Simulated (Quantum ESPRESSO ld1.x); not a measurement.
The numbers below are computed, except where a source is named.
Question: These are the eigenvalues of the occupied orbitals of an atom or ion with whole-number occupations (eV). Level of theory: Dirac Kohn-Sham, BLYP, spin-unpolarised, spherical densities, point nucleus (ld1.x of Quantum ESPRESSO 7.5).

1s1/2: -53614.716
2s1/2: -8928.567
2p1/2: -8491.559
2p3/2: -7691.060
3s1/2: -1992.773
3p1/2: -1802.255
3p3/2: -1636.065
3d3/2: -1308.708
3d5/2: -1272.425
4s1/2: -399.430
4p1/2: -324.279
4p3/2: -286.978
4d3/2: -163.226
4d5/2: -156.451
5s1/2: -52.352
5p1/2: -31.673
5p3/2: -26.686
4f5/2: -9.189
4f7/2: -8.251
6s1/2: -4.096
5d3/2: -2.278

Which element is it, and in what charge state? The configuration may be excited. Open shells, if any, fill j = l - 1/2 first.

Answer: Z = 66, dysprosium, charge 0: Dy in [Xe] 4f9 5d1 6s2. The list shows which subshells hold electrons but not how many an open one holds; the 1s level, -1970.3 hartree, gives Z - s = 62.8 by -(Z - s)^2/2, which with screening and relativity narrows Z to a few neighbours, and the depths of the outer levels then fix element, charge and occupations together.
